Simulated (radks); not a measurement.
Valence configurations of neutral nitrogen (all share [He]). All-electron calculation, scalar-relativistic Kohn-Sham, LDA (Slater exchange, Perdew-Wang correlation), spin-polarised, spherical densities, finite nucleus; open shells are filled with parallel spins first; Fermi nuclear charge, rms radius 2.5582 fm. Program: a radial shooting solver on a logarithmic mesh with Libxc functionals. Energies are relative to 2s2 2p3; eigenvalues in eV for spin up.

\begin{tabular}{lrrrr}
valence & E (eV) & moment (Bohr magnetons) & e(2p) & e(2s) \\ \hline
2s2 2p3 & 0.000 & 3 & -8.390 & -19.628 \\
2s1.5 2p3.5 & 5.454 & 3 & -8.814 & -20.114 \\
2s1 2p4 & 10.890 & 3 & -9.237 & -20.597 \\
2s0.5 2p4.5 & 18.378 & 2 & -9.021 & -20.365 \\
2p5 & 25.123 & 1 & -8.646 & - \\
\end{tabular}

NIST lists [He] 2s2 2p3 as the ground configuration; this level of theory agrees among the configurations tried. The energies are those of spherical high-spin densities, not of single terms.
